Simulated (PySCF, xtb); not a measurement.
CH7O2PSi, SMILES C[Si](O)(O)P.

xtb 6.7.1 with GFN2-xTB at its own geometry gives an orbital gap of 4.95 eV and a dipole moment of 2.03 D.

Geometry: PBE0-D3(BJ)/def2-SVP. This is a generated structure with no PubChem entry under its InChIKey; it may be hypothetical. One conformer was computed; it need not be the lowest.

Problem. What does PySCF with PBE/def2-TZVP give? (Estimate from the structure and the level; the computed values follow.)

Solution. gap 5.70 eV (levels -6.17 and -0.47 eV), dipole 1.42 D.
